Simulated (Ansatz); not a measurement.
Computed with Ansatz on PBE0-D4/def2-TZVP structures; ΔE is electronic, products minus reactants. CCSD(T)/CBS adds triple-zeta CCSD(T) − MP2 to the extrapolated MP2 energy (def2 sets, frozen cores). DFT in def2-TZVPP. For As, Ge outer-core shells are correlated without core-valence functions, which leaves a few kJ/mol of doubt a bond. Scalar relativity is left out up to krypton. One conformer a species, not always the lowest.

Reaction (cleavage of the Ge–Al bond): `F[SiH2][AlH][GeH3]` + `O[AsH2]` → `O[AsH][GeH3]` + `F[SiH2][AlH2]`

```csv
level,ΔE (eV)
r2SCAN-D4,0.02
PBE0-D4,0.03
B2PLYP,-0.02
r2SCAN,0.02
MP2/def2-TZVPP,-0.04
CCSD(T)/def2-TZVPP,0.01
SCS-MP2/def2-QZVPP,-0.03
CCSD/CBS(def2),0.02
```

(1) What does CCSD(T)/CBS give? (Best estimate.)

Largest T1 diagnostic among the species: 0.012.

## Answers

(1) Ansatz gave: +0.02 eV. The listed levels differ from it by 0.00, 0.01, -0.04, 0.00, -0.06, -0.01, -0.05, 0.00 eV.
